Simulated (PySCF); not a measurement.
## Broadened absorption spectrum of [C5H6F3S]+

C5H6F3S (charge +1).
Z-matrix (Å and degrees, GFN2-xTB geometry), rows numbered from 1:
```
C 
C   1  1.3626
C   2  1.3939  1  121.51
C   3  1.4472  2  123.26  1  -179.97
S   4  1.8213  3  116.05  2   168.25
C   5  1.8656  4   96.01  3   174.23
F   6  1.3268  5  109.52  4    58.82
F   6  1.3057  5  109.84  4  -179.95
F   6  1.3283  5  109.40  4   -58.88
H   1  1.0794  2  121.28  3   179.75
H   1  1.0804  2  121.65  3     0.25
H   2  1.0834  1  119.59  3  -179.71
H   3  1.0856  2  118.47  1     0.33
H   4  1.0987  3  111.77  2    41.41
H   4  1.1045  3  107.16  2   -73.10
```

The calculation used TDDFT wB97X-D/def2-SVPD, vertical, gas phase, core orbitals frozen in the response (PySCF).

Computed states:

| state | E (eV) | f |
| --- | --- | --- |
| S1 | 2.03 | 0.043 |
| S2 | 4.28 | 0.013 |
| S3 | 5.16 | 0.015 |
| S4 | 5.35 | 0.070 |
| S5 | 5.37 | 0.426 |
| S6 | 5.67 | 0.0017 |
| S7 | 6.25 | 0.0005 |
| S8 | 6.72 | 0.067 |

Broadening: Gaussians 0.4 eV wide at half height, area fixed by f = 4.319×10⁻⁹ ∫ε dν̃. The width is an assumption, not a result. The curve ends short of the highest state used, and states not computed would add to its high-energy end.

(1) Give the broadened spectrum and its maxima.

(2) On this curve, what absorbance would a 10⁻⁴ mol/L sample give at 280 nm over a 1 cm path?

(3) Coming from long wavelengths, where does ε first pass 100 L mol⁻¹ cm⁻¹?

(4) Does any computed singlet lie in the visible range?

Answers

(1) 
| E (eV) | ε (L mol⁻¹ cm⁻¹) |
| --- | --- |
| 1.43 | 5 |
| 1.52 | 30 |
| 1.60 | 112 |
| 1.69 | 375 |
| 1.77 | 868 |
| 1.86 | 1712 |
| 1.94 | 2473 |
| 2.03 | 2870 |
| 2.11 | 2588 |
| 2.20 | 1767 |
| 2.28 | 995 |
| 2.37 | 400 |
| 2.45 | 140 |
| 2.54 | 33 |
| 2.62 | 7 |
| 2.71 | 1 |
| 2.80 | 0 |
| 2.88 | 0 |
| 2.97 | 0 |
| 3.05 | 0 |
| 3.14 | 0 |
| 3.22 | 0 |
| 3.31 | 0 |
| 3.39 | 0 |
| 3.48 | 0 |
| 3.56 | 0 |
| 3.65 | 1 |
| 3.73 | 5 |
| 3.82 | 23 |
| 3.90 | 73 |
| 3.99 | 207 |
| 4.07 | 412 |
| 4.16 | 686 |
| 4.24 | 851 |
| 4.33 | 833 |
| 4.41 | 646 |
| 4.50 | 373 |
| 4.58 | 184 |
| 4.67 | 84 |
| 4.75 | 120 |
| 4.84 | 448 |
| 4.92 | 1421 |
| 5.01 | 4349 |
| 5.09 | 9752 |
| 5.18 | 19205 |
| 5.26 | 28233 |
| 5.35 | 33814 |
| 5.44 | 30819 |
| 5.52 | 22523 |
| 5.61 | 12204 |
| 5.69 | 5636 |
| 5.78 | 1846 |
| 5.86 | 562 |
| 5.95 | 129 |
| 6.03 | 45 |
| 6.12 | 41 |

Maxima: 610 nm (2.03 eV), ε about 2900, made up of S1 (100%); 290 nm (4.28 eV), ε about 870, made up of S2 (100%); 231 nm (5.36 eV), ε about 34000, made up of S4 (14%) and S5 (85%) (ε in L mol⁻¹ cm⁻¹; maxima over ε = 5, shares over 10%). At its high-energy end, 6.12 eV, the curve is still rising (ε about 41, from S7 and S8).

(2) 280 nm is 4.428 eV, where ε is about 590 L mol⁻¹ cm⁻¹, so A = ε c l ≈ 0.059 (Beer–Lambert, with the gas-phase spectrum and the assumed width).

(3) At about 777 nm (1.60 eV), 0.44 eV below S1.

(4) S1 lies in the visible range (380 to 750 nm), at 610 nm, f = 0.043; light of that wavelength is red, and its complementary colour is blue-green; a Tamm–Dancoff triplet lies at 742 nm, without intensity as long as spin–orbit coupling is left out.

One conformer stands for the species.
